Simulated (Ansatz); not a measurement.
## A geometry optimisation of Cl2GaHOSn with B3LYP-D3(BJ)/def2-SVP

The starting geometry of this gas-phase singlet was optimised with GFN2-xTB.

| atom | x (Å) | y (Å) | z (Å) |
| --- | --- | --- | --- |
| Cl | -0.2296 | 1.1402 | -1.6388 |
| Cl | 2.5337 | 1.0690 | 0.8428 |
| Ga | -1.2887 | -1.1475 | -0.9087 |
| O | -0.7662 | -0.3344 | 0.8806 |
| Sn | 0.3003 | 1.8264 | 0.7192 |
| H | -0.8184 | -0.7678 | 1.7315 |

Question: Predict what it relaxes into with B3LYP-D3(BJ)/def2-SVP.

Answer: A new bond forms, giving a structure given below by its coordinates. Contacts that close: O4–Sn5 (2.42 → 2.18 Å).

The energy falls by 0.29 eV over 17 steps:

```json
{"step": "1", "E − E(last) (eV)": "0.286"}
{"step": "3", "E − E(last) (eV)": "0.084"}
{"step": "5", "E − E(last) (eV)": "0.075"}
{"step": "6", "E − E(last) (eV)": "0.063"}
{"step": "8", "E − E(last) (eV)": "0.037"}
{"step": "10", "E − E(last) (eV)": "0.013"}
{"step": "12", "E − E(last) (eV)": "0.002"}
{"step": "13", "E − E(last) (eV)": "0.000"}
{"step": "15", "E − E(last) (eV)": "0.000"}
{"step": "17", "E − E(last) (eV)": "0.000"}
```

Final geometry (Å):

```xyz
6

Cl   -0.5186    1.4023   -1.6532
Cl    2.1486    0.3408    0.4845
Ga   -0.2309   -1.1690   -0.7040
O    -0.9420   -0.0747    0.9390
Sn    0.1372    1.8116    0.7658
H    -0.8633   -0.5251    1.7945
```

Frequencies at the end are all real (lowest 46 cm⁻¹). Atoms past krypton carry core potentials, without spin–orbit terms. Run with Ansatz 0.2.0, 39 s on 2 threads of Intel(R) Xeon(R) 6975P-C (Granite Rapids), with other jobs on the host.
